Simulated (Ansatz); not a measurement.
Isolated molecules relaxed with PBE0-D4/def2-TZVP in Ansatz; ΔE leaves out vibrations. CCSD(T)/CBS is the MP2 limit (def2-TZVPP, def2-QZVPP) plus CCSD(T) − MP2 in def2-TZVPP, frozen cores. Functionals use def2-TZVPP. B3LYP here is the variant with VWN-RPA as its local correlation; programs differ in this. Elements past krypton have def2 core potentials. For Hf, In outer-core shells are correlated without core-valence functions, which leaves a few kJ/mol of doubt a bond. Each species was taken in one conformer, which may not be the lowest.

Consider the substitution at a C–O bond: `CC(C)[O][In]([Cl])[Cl]` + `[OH][Hf]([OH])([OH])[F]` → `CC(C)[O][Hf]([OH])([OH])[F]` + `[OH][In]([Cl])[Cl]`.

`CC(C)[O][In]([Cl])[Cl]`:

Z-matrix (Å, degrees):
```
C
C 1 1.516
H 1 1.096 2 110.6
H 1 1.093 2 111.2 3 -119.2
H 1 1.092 2 110.4 3 120.5
C 2 1.516 1 112.3 3 58.6
O 2 1.417 1 111.5 3 -67.3
H 2 1.099 1 108.5 3 178.5
H 6 1.092 2 110.4 1 -179.2
H 6 1.096 2 110.6 1 -58.7
H 6 1.093 2 111.2 1 60.5
In 7 1.960 2 122.9 1 63.1
Cl 12 2.312 7 125.6 2 0.2
Cl 12 2.298 7 116.7 2 -179.9
```

`[OH][Hf]([OH])([OH])[F]`:

Z-matrix (Å, degrees):
```
Hf
O 1 1.923
O 1 1.923 2 110.5
O 1 1.923 2 110.5 3 122.7
F 1 1.923 2 108.4 3 -118.6
H 2 0.951 1 161.5 3 2.9
H 3 0.951 1 161.5 2 125.6
H 4 0.951 1 161.5 2 3.0
```

`CC(C)[O][Hf]([OH])([OH])[F]`:

```xyz
17

C    -1.283    1.469   -0.849
C    -0.996    0.682    0.414
C    -1.881   -0.543    0.542
O     0.350    0.298    0.440
Hf    2.138   -0.334    0.186
O     2.478   -1.857    1.313
O     2.420   -0.775   -1.667
F     3.347    1.083    0.676
H    -0.631    2.343   -0.912
H    -2.320    1.810   -0.866
H    -1.109    0.845   -1.730
H    -1.169    1.333    1.282
H    -1.639   -1.098    1.450
H    -2.935   -0.257    0.583
H    -1.738   -1.204   -0.317
H     2.395   -2.565    1.942
H     2.572   -1.230   -2.488
```

`[OH][In]([Cl])[Cl]`:

```xyz
5

O    -1.324   -0.719    0.448
In    0.394   -0.024   -0.193
Cl    0.910    2.203    0.117
Cl    1.870   -1.426   -1.242
H    -1.850   -0.034    0.870
```

Task: Is it downhill or uphill in electronic energy at CCSD(T)/CBS, and by how much? (Best estimate.)

Result: Computed: Downhill: ΔE = -5.8 kJ/mol.

Task: What do these levels give: PBE-D4, r2SCAN-D4, PBE0-D4, PBE, r2SCAN, PBE0, B3LYP, HF/def2-TZVPP, CCSD/def2-TZVPP, SCS-MP2/def2-QZVPP, HF/CBS(def2), CCSD/CBS(def2)? (Estimate.)

Result: Ansatz gave: PBE-D4 -6.2, r2SCAN-D4 -6.1, PBE0-D4 -7.8, PBE -10.2, r2SCAN -6.9, PBE0 -11.3, B3LYP -14.3, HF/def2-TZVPP -18.4, CCSD/def2-TZVPP -11.0, SCS-MP2/def2-QZVPP -9.6, HF/CBS(def2) -18.5, CCSD/CBS(def2) -7.3 kJ/mol.

Largest T1 diagnostic among the species: 0.015.

The D4 term adds +6.6 kJ/mol with B3LYP and +3.5 kJ/mol with PBE0; it sums over pairs of atoms, weighted by their polarisabilities, and B3LYP, whose exchange is more repulsive, gets the larger term. In def2-TZVPP, CCSD(T) changes the Hartree–Fock value by +9.0 kJ/mol (the triples alone add +1.5 kJ/mol) and MP2 by +9.3 kJ/mol.
